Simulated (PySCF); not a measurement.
C2H6F2Si, SMILES C[Si@H](F)CF.

Geometry optimised at ωB97X-D3(BJ)/def2-SVP. The structure was generated by enumeration; whether it is a known compound was not checked. One conformer was computed; it need not be the lowest.

The numbers are results of PySCF 2.14.0 with ωB97X-D3(BJ)/def2-SVP, not measurements.

Frequencies are harmonic and unscaled.

```
mode  ν (cm⁻¹)  IR (km/mol)  Raman (Å⁴/amu)  depolarisation  moving atoms (share of kinetic energy)
----  --------  -----------  --------------  --------------  --------------------------------------
1           81          3.5             0.0               –                  F 53 %, C 21 %, H 21 %
2          135          1.9             0.2            0.75          H 40 %, F 30 %, C 20 %, Si 9 %
3          147          0.8             0.1            0.74                           H 79 %, F 9 %
4          220          3.0             1.1            0.65                  F 48 %, C 25 %, H 23 %
5          257         11.0             0.4            0.74         Si 32 %, H 31 %, F 26 %, C 11 %
6          326         10.4             2.4            0.43         F 37 %, C 25 %, Si 19 %, H 18 %
7          625         12.8             8.7            0.15                          H 56 %, C 32 %
8          676         17.1             5.6            0.55                          H 60 %, C 35 %
9          718         20.0             5.2            0.40                 H 53 %, C 27 %, Si 14 %
10         774         78.1             3.6            0.32                 H 49 %, Si 26 %, C 23 %
11         796         23.5             5.3            0.57                 H 55 %, C 28 %, Si 13 %
12         856         12.6             6.6            0.75                 H 46 %, F 37 %, Si 11 %
13         895        159.7             5.7            0.75                 H 74 %, C 13 %, Si 12 %
14         956        195.3             2.2            0.66          H 40 %, Si 36 %, F 16 %, C 8 %
15        1101         64.2             4.2            0.75                  C 48 %, F 40 %, H 11 %
16        1251          4.2            10.0            0.75                                  H 91 %
17        1292         40.6             0.9            0.28                          H 76 %, C 23 %
18        1335          3.2             1.5            0.19                          H 70 %, C 29 %
19        1437          2.7            10.1            0.75                                  H 96 %
20        1442          5.9            11.6            0.75                                  H 96 %
21        1460          5.8            12.7            0.74                                  H 93 %
22        2289        131.6           122.7            0.20                                  H 97 %
23        3051         16.1            95.7            0.10                                  H 95 %
24        3069          1.0           132.4            0.00                                  H 97 %
25        3111         17.9            69.6            0.73                          H 90 %, C 10 %
26        3169          3.0            67.9            0.74                           H 91 %, C 9 %
27        3176          1.3            82.7            0.73                           H 91 %, C 9 %
```
